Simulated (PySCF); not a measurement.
# Cost of excited-state runs on `InChI=1S/C9H5FOS/c10-7-3-1-2-6-4-5-8(12)11-9(6)7/h1-5H`

Molfile (atoms numbered from 1):
```
C9H5FOS
     RDKit          3D

 17 18  0  0  0  0  0  0  0  0999 V2000
   -1.3950   -2.4823   -1.0400 F   0  0  0  0  0  0  0  0  0  0  0  0
   -1.2829   -1.2495   -0.5231 C   0  0  0  0  0  0  0  0  0  0  0  0
   -2.4213   -0.5325   -0.2182 C   0  0  0  0  0  0  0  0  0  0  0  0
   -2.3071    0.7454    0.3167 C   0  0  0  0  0  0  0  0  0  0  0  0
   -1.0643    1.2946    0.5441 C   0  0  0  0  0  0  0  0  0  0  0  0
    0.0961    0.5777    0.2406 C   0  0  0  0  0  0  0  0  0  0  0  0
    1.4217    1.0877    0.4531 C   0  0  0  0  0  0  0  0  0  0  0  0
    2.4895    0.3275    0.1313 C   0  0  0  0  0  0  0  0  0  0  0  0
    2.3224   -0.9830   -0.4195 C   0  0  0  0  0  0  0  0  0  0  0  0
    3.5835   -1.9479   -0.8254 S   0  0  0  0  0  0  0  0  0  0  0  0
    1.0727   -1.4586   -0.6175 O   0  0  0  0  0  0  0  0  0  0  0  0
   -0.0095   -0.7153   -0.3024 C   0  0  0  0  0  0  0  0  0  0  0  0
   -3.3850   -0.9797   -0.4021 H   0  0  0  0  0  0  0  0  0  0  0  0
   -3.1989    1.3038    0.5530 H   0  0  0  0  0  0  0  0  0  0  0  0
   -0.9683    2.2860    0.9590 H   0  0  0  0  0  0  0  0  0  0  0  0
    1.5347    2.0769    0.8701 H   0  0  0  0  0  0  0  0  0  0  0  0
    3.5048    0.6612    0.2702 H   0  0  0  0  0  0  0  0  0  0  0  0
  1  2  1  0
  2  3  1  0
  3  4  2  0
  4  5  1  0
  5  6  2  0
  6  7  1  0
  7  8  2  0
  8  9  1  0
  9 10  2  0
  9 11  1  0
 11 12  1  0
 12  2  2  0
 12  6  1  0
  3 13  1  0
  4 14  1  0
  5 15  1  0
  7 16  1  0
  8 17  1  0
M  END
```

PySCF with density fitting, on 1 thread of an Arm Neoverse N1, shared host. Command: `OMP_NUM_THREADS=1 python excited_run.py task.json out`

Problem. How long does this run take, and how much memory?
- excited states, B3LYP/def2-SVP; Tamm-Dancoff; spin-orbit couplings; 6 states; 6 triplets; quadratic response for 4 states

Solution. 
```tsv
run	level	basis functions	wall time	peak memory (GiB)
excited states	B3LYP/def2-SVP	197	85 s	0.86
```
Times from a shared host are rough.
